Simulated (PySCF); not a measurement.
C₈H₈.
Numbering: `[CH:1]#[C:2][C:3]1([C:4]#[CH:5])[CH2:6][CH2:7][CH2:8]1` (hydrogens: H9 on C1; H10 on C5; H11, H12 on C6; H13, H14 on C7; H15, H16 on C8)

Computed with PBE0-D3(BJ)/def2-SVP geometry optimisation, gas phase (PySCF 2.14.0).

(1) List the bond lengths, angles and torsions at this level.

## Answers

(1) 
```
                   bond  length (pm)
           C1≡C2, C4≡C5        121.1
           C2–C3, C3–C4        146.1
           C3–C6, C3–C8        156.8
           C6–C7, C7–C8        153.6
          C1–H9, C5–H10        107.4
C6–H11 and 3 like bonds        109.9
         C7–H13, C7–H14        109.9
```

Bonds in one row agree within 1 pm and their mean is given. A selection of angles:
```
   angle  degrees
C1–C2–C3    178.3
C2–C3–C4    111.2
C2–C3–C6    116.8
C4–C3–C6    111.7
C6–C3–C8     86.7
C3–C4–C5    178.7
C3–C6–C7     89.1
C6–C7–C8     88.9
```

Dihedral angles: C2–C3–C6–C7 137° (anticlinal); C3–C6–C7–C8 -19° (synperiplanar); C6–C7–C8–C3 19° (synperiplanar); C2–C3–C8–C7 -137° (anticlinal).

Of the pairs four or more bonds apart, C4···H13 is among the closest relative to their van der Waals radii: 2.98 Å, 103 % of the sum of Bondi's values. The 4-membered ring C3–C6–C7–C8 has internal angles of 86.7° to 89.1°; it is puckered, 0.13 Å rms from its mean plane, widest ring torsion 19°. The C–C distances run from 1.211 Å (C4≡C5, drawn triple) to 1.568 Å (C3–C6, drawn single), a spread of 0.357 Å.

Point group: Cs (every atom within 0.08 Å of its image). Not checked by PBE0-D3(BJ)/def2-SVP frequencies. The numbers are those of one conformer.
